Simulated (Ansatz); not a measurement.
`FC1([SiH3])C[SiH2]1` + `NC(O)(F)F` → `OC(F)(F)N[SiH3]` + `FC1C[SiH2]1`  (ligand exchange at the Si–C bond)

Isolated molecules relaxed with PBE0-D4/def2-TZVP in Ansatz; ΔE leaves out vibrations. CBS: MP2 limit from def2 TZ/QZ plus the TZ coupled-cluster correction, frozen cores. DFT in def2-TZVPP. B3LYP here is the variant with VWN-RPA as its local correlation; programs differ in this. Each species was taken in one conformer, which may not be the lowest.

Q: Is it downhill or uphill in electronic energy at CCSD(T)/CBS, and by how much? (Best estimate.)

A: The calculation gave: Downhill: ΔE = -0.49 eV.

Q: What do these levels give: B3LYP-D4, ωB97X-V, ωB97M-V, B2PLYP, PBE, B3LYP, HF/def2-TZVPP, CCSD/def2-TZVPP, HF/def2-QZVPP, MP2/def2-QZVPP, MP2/CBS(def2), CCSD/CBS(def2)? (Best estimate.)

A: Ansatz gave: B3LYP-D4 -0.52, ωB97X-V -0.52, ωB97M-V -0.51, B2PLYP -0.54, PBE -0.45, B3LYP -0.56, HF/def2-TZVPP -0.64, CCSD/def2-TZVPP -0.53, HF/def2-QZVPP -0.65, MP2/def2-QZVPP -0.52, MP2/CBS(def2) -0.51, CCSD/CBS(def2) -0.52 eV.

Largest T1 diagnostic among the species: 0.013.

The D4 term adds +0.04 eV with B3LYP and +0.02 eV with PBE0; it sums over pairs of atoms, weighted by their polarisabilities, and B3LYP, whose exchange is more repulsive, gets the larger term. From PBE to PBE0 (25 % exact exchange), in def2-TZVPP and without D4, ΔE moves by −0.03 eV.
